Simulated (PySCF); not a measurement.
## Potential energy of SbH⁺ along the bond

Set-up: Sb def2-SVPD with ECP28, H def2-SVPD; scalar-relativistic core potentials (PySCF 2.14). Energies in eV from Sb⁺ + H in their ground configurations at the same level. State: ²Π (doublet), unpaired electrons π ↑.

All columns are PBE. A positive dipole points towards H; it is taken about the centre of mass and depends on that origin.

| R (Å) | E (eV) | μ (D) | Mulliken charge on Sb (basis-dependent) | HOMO (eV) | LUMO (eV) | Mayer bond order | ⟨S²⟩ |
| --- | --- | --- | --- | --- | --- | --- | --- |
| 1.481 | -2.097 | 0.59 | 0.88 | -12.43 | -12.36 | 0.91 | 0.75 |
| 1.550 | -2.430 | 0.52 | 0.89 | -12.41 | -12.34 | 0.93 | 0.75 |
| 1.619 | -2.629 | 0.45 | 0.91 | -12.39 | -12.33 | 0.95 | 0.75 |
| 1.670 | -2.709 | 0.40 | 0.92 | -12.38 | -12.31 | 0.96 | 0.75 |
| 1.722 | -2.743 | 0.36 | 0.93 | -12.37 | -12.31 | 0.97 | 0.75 |
| 1.774 | -2.738 | 0.32 | 0.94 | -12.36 | -12.30 | 0.98 | 0.75 |
| 1.843 | -2.684 | 0.28 | 0.96 | -12.35 | -12.29 | 0.99 | 0.75 |
| 1.929 | -2.561 | 0.24 | 0.97 | -12.35 | -12.28 | 0.99 | 0.75 |
| 2.032 | -2.356 | 0.22 | 0.98 | -12.34 | -12.27 | 1.00 | 0.75 |
| 2.170 | -2.029 | 0.22 | 0.97 | -12.33 | -12.27 | 1.00 | 0.76 |

A fit through these points gives, at Re = 1.740 Å, μ = 0.35 D and dμ/dR = -0.729 D/Å; the reduced mass is 0.9995 u.

Question: How strong is the fundamental in the double-harmonic approximation, I = 42.26·(dμ/dR)²/μred km/mol?

Answer: I = 42.26·(-0.729)²/0.9995 = 22.5 km/mol at PBE.

These are scalar-relativistic numbers at best; spin–orbit coupling would shift them, the dissociation energy most. For an ion De counts to the pair picked by the measured ionisation energies or electron affinities, which need not be the lowest pair at this level. The state was picked by a PBE0 search and need not be the measured ground state.
